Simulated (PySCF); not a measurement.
# RhS₂⁻, quintet: computed properties

Computed with UPBE0 in PySCF with Rh def2-SVPD with ECP28, S def2-SVPD; scalar-relativistic core potentials, no spin–orbit coupling; density-fitted integrals.

The structure is a minimum.

```xyz
3
charge -1 multiplicity 5, angstrom
Rh    0.0000    0.0000   -0.2777
S     2.0614    0.0000    0.4549
S    -2.0614    0.0000    0.4549
```

| Property | Result |
| --- | --- |
| Point group | C2v |
| Bond lengths | Rh–S 2.188 Å (×2) |
| Bond angles | S–Rh–S 140.9° |
| Principal quadrupole moments (Buckingham, traceless) about the centre of mass | -24.50, 12.06, 12.44 D Å |
| Spin squared ⟨S²⟩ | 6.023 |
| Dipole moment about the centre of mass | 3.02 D |
| Lowest empty level (β) | 0.74 eV |
| Zero-point energy | 5.5 kJ/mol |
| Rotational symmetry number | 2 |
| Rotational constants | 0.7965, 0.06204, 0.05755 cm⁻¹ |
| Heat capacity Cp at 298.15 K | 53.4 J/(mol K) |
| Enthalpy at 298.15 K above 0 K | 13.46 kJ/mol |
| Principal polarisabilities | 79.9, 80.2, 216.2 bohr³ |
| Entropy at 298.15 K and 1 bar (electronic part: spin only) | 311.9 J/(mol K) |
| Highest occupied level (α) | -1.43 eV |

Harmonic modes (masses in u: Rh 102.906, S 31.972):
```csv
symmetry,ω (cm⁻¹),IR (km/mol),μ (u),type
a1,83,5.1,40.32,bend
a1,409,5.7,33.91,stretch
b2,428,93.4,42.35,stretch
```

In C2v the vibrations span 2a1 + b2. Here b1 is antisymmetric to the molecular plane and b2 lies in it.

Charges (e); Mulliken and Löwdin values are unreliable with diffuse functions:
```csv
atom,Mulliken,Löwdin,polar tensor,spin (Mulliken),Mayer order to Rh1
Rh1,0.40,-0.41,0.52,2.24,–
"S2,3",-0.70,-0.30,-0.76,0.88,1.40
```
Other Mayer orders above 0.3: S–S 0.33.

Mulliken populations on Rh1 (electrons outside its core potential): s 2.61, p 6.21, d 7.78, f 0.00.

Outer orbital energies (eV). α occupied: -5.12, -4.56, -3.17, -3.00, -2.88, -2.41, -1.83, -1.43; empty: 3.14, 4.21, 4.26, 4.34. β occupied: -12.79, -4.90, -4.21, -3.68, -3.39, -2.13, -2.09, -1.97; empty: 0.74, 0.92, 1.43, 1.68.

Formally Rh is in oxidation state +3, d6, with 4 unpaired electrons (the high-spin count). The Mulliken spin on Rh is 2.24. The polar-tensor charge on Rh, 0.52, is far below the formal one.

Other isomers or separated fragments may lie lower. Other spin states or occupations of the open shell can lie lower. The lowest empty level of this anion is unbound, so it and the gap depend on the basis. At this level a broken-symmetry Ms = 0 minimum of C2v symmetry lies 24 kJ/mol below this structure.

The final relaxation and frequency run took roughly 80 core-seconds on a shared host.
